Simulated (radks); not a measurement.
The nuclear charge of the aluminium ion Al+ is varied continuously with 12 electrons held in [Ne] 3s2. All-electron calculation, non-relativistic Kohn-Sham, PBE, spin-unpolarised, spherical densities, point nucleus. Program: a radial shooting solver on a logarithmic mesh with Libxc functionals. By the Hellmann-Feynman theorem dE/dZ = E(electron-nucleus)/Z, the electronic potential at the nucleus.

Z      E (hartree)  E(electron-nucleus)/Z (hartree)  HOMO  e(HOMO) (eV)  <r> HOMO (bohr)
12.5    -220.45023                         -42.0590    3s        -9.261            2.698
12.75   -231.09833                         -43.1255    3s       -11.908            2.527
13      -242.01288                         -44.1906    3s       -14.785            2.381
13.25   -253.19353                         -45.2545    3s       -17.885            2.255
13.5    -264.64004                         -46.3174    3s       -21.203            2.143
13.75   -276.35216                         -47.3795    3s       -24.735            2.044
14      -288.32973                         -48.4409    3s       -28.478            1.956

The central difference of E at Z = 13 is -44.190 hartree, to compare with the third column; the second derivative is -4.26 hartree.
